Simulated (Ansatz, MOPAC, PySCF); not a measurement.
Noncovalent pair: H2O (SMILES O) (first 3 atoms) with CH2F2 (SMILES FCF); geometry from B3LYP-D3(BJ)/def2-TZVP.
(charge 0, multiplicity 1):
```xyz
8

O      0.2460     0.2889    -0.0521
H      0.3821    -0.4711    -0.6265
H     -0.5411     0.0841     0.4667
F      0.6880    -0.7051     3.7462
C      0.2916     0.4397     3.1272
F     -0.9607     0.2261     2.6023
H      0.9694     0.6568     2.3031
H      0.2139     1.2339     3.8702
```

Counterpoise-corrected where a basis set is named; no monomer relaxation. Rows marked so take none.

Rows in 6-31G* carry no dispersion term and start afresh at each structure (6-31G* with six Cartesian d functions). The state that PM6 reach isn't checked.

The values were computed with Ansatz (a quantum-chemistry and plane-wave program); MOPAC for PM6 (differences of heats of formation); PySCF for 6-31G* rows, the dispersion terms. 

**Question.** One of these levels gives -3.60 kcal/mol for the interaction energy. Name it.
A. BHLYP/def2-TZVPPD
B. PM6
C. r2SCAN-D3(BJ)/def2-TZVPPD
D. B3LYP/6-31G* (no counterpoise)

**Answer.** C, r2SCAN-D3(BJ)/def2-TZVPPD. The others give -0.55 (PM6), -5.61 (B3LYP/6-31G* (no counterpoise)), -3.17 (BHLYP/def2-TZVPPD)
